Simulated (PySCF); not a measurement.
C4H9O, SMILES C(O)([CH2])(C)C, multiplicity 2.

Geometry optimised at PBE0-D3(BJ)/def2-SVP. The isomer is the one that the SMILES or the coordinates give; other isomers of the formula were not compared. The values are those of a single conformer.

Two levels are set side by side: PBE/def2-TZVP (PySCF) and B3LYP/def2-TZVP (PySCF). Same geometry, gas phase. Differences are taken from unrounded values.

| quantity | B3LYP |
|---|---|
| α-spin orbital gap (eV) | 6.70 |
| β-spin orbital gap (eV) | 5.63 |
| dipole moment (D) | 1.39 |
| mean polarisability (bohr³) | 54.7 |

**Question.** What does PBE give, and how far is it from B3LYP? (Estimate from the structure and the level; the computed values follow.)

**Answer.** 
```tsv
quantity	PBE	PBE minus B3LYP
α-spin orbital gap (eV)	5.13	-1.56
β-spin orbital gap (eV)	3.46	-2.16
dipole moment (D)	1.26	-0.12
mean polarisability (bohr³)	56.8	2.1
```

PBE's more diffuse valence density responds more strongly to a field. Differences between two approximate levels are no errors against the true value.

Rough cost on one machine, each run with all the roots and properties that it gave: B3LYP against PBE within a factor of 2.
